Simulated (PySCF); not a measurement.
FK, singlet, geometry from GFN2-xTB (such geometries of metal compounds can be far from the true shape). Base run: SVWN5/6-31G** (PySCF).

The PySCF input:
```python
from pyscf import gto, scf, dft

mol = gto.Mole()
mol.atom = '''
    K    -0.00000000   -0.00000000   -0.64992819
    F     0.00000000    0.00000000    1.37207062
'''
mol.basis = '6-31g**'
mol.verbose = 5
mol.build()

mf = dft.RKS(mol)
mf.xc = 'lda,vwn'
mf.kernel()
```

The base run was repeated with changes; each row names its change, and settings that it needs were set with it.

```
change                                ΔE vs base (µEh)  grid points  electrons on the grid        outcome
------------------------------------  ----------------  -----------  ---------------------  -------------
base                                               0.0        34304               27.99994      converged
grids.prune = dft.gen_grid.sg1_prune                 -            -                      -  input refused
grids.level = 5                                  -46.9        87032               28.00000      converged
grids.atom_grid = (50, 194)                        143        12600               28.00044      converged
grids.level = 7                                  -48.0       172904               28.00000      converged
grids.atom_grid = (150, 974)                     -48.0       148152               28.00000      converged
grids.becke_scheme = stratmann                    -122        34304               28.00004      converged
grids.radi_method = gauss_chebyshev                4.5        32424               27.99994      converged
grids.radi_method = delley                         0.2        31760               27.99983      converged
grids.atom_grid = (30, 110)                      -6810         4872               27.99602      converged
grids.radi_method = mura_knowles                   0.7        31328               27.99995      converged
```

- grids.prune = dft.gen_grid.sg1_prune: ended with `IndexError: index 19 is out of bounds for axis 0 with size 19`
